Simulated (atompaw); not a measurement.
# H (Z = 1): one change to a PAW (atompaw) potential, before and after

```json
{"Element": "hydrogen", "Generator": "atompaw 4.2.0.5", "Type": "PAW", "Functional": "LDA (PW92)", "Relativity": "non-relativistic", "Frozen core": "none", "Valence charge": "1", "Reference configuration": "1s1", "Partial waves": "1s (bound): rc 1.75 bohr; 1s channel at 3.55 Ry: rc 1.75 bohr; 2p channel at 0.1 Ry: rc 1.20 bohr; 2p channel at 2.35 Ry: rc 1.75 bohr", "Local potential": "bessel scheme, radius 1.45 bohr", "Core correction": "none", "Augmentation charge": "besselshape compensation charge, radius 1.55 bohr; PAW radius 1.75 bohr; waves and projectors: custom polynom vanderbiltortho"}
```

Change: augmentation besselshape compensation charge, radius 1.55 bohr; PAW radius 1.75 bohr; waves and projectors: custom polynom2 7 10 vanderbiltortho.

Cutoffs: the cutoffs (Ry, on a coarse ladder) from which the occupation-weighted sum of valence levels, in a spherical-Bessel basis at the reference potential, stays within 10 and 1 mRy of its value at 400 Ry; they do not see the model core or the augmentation charge, which bear on the density cutoff.

Task: What does the change do?

Result: The potential gets harder (8 Ry and 12 Ry → 8 Ry and 15 Ry); neither file shows a bound ghost.

| quantity | base | changed |
| --- | --- | --- |
| cutoff, loose | 8 Ry | 8 Ry |
| cutoff, tight | 12 Ry | 15 Ry |
| bound ghosts | none | none |
| s: phases at 1.75 bohr within 0.05 rad from the reference energy up to (Ry; the scan ends near 5) | to the end of the scan | 4.6 |
| p: phases at 1.75 bohr within 0.05 rad from the reference energy up to (Ry; the scan ends near 5) | to the end of the scan | to the end of the scan |
| lowest overlap eigenvalue by channel | s 0.95, p 0.96 | s 0.88, p 0.99 |

 The cutoffs see the waves, projectors and local potential, not the compensation charge or the core.
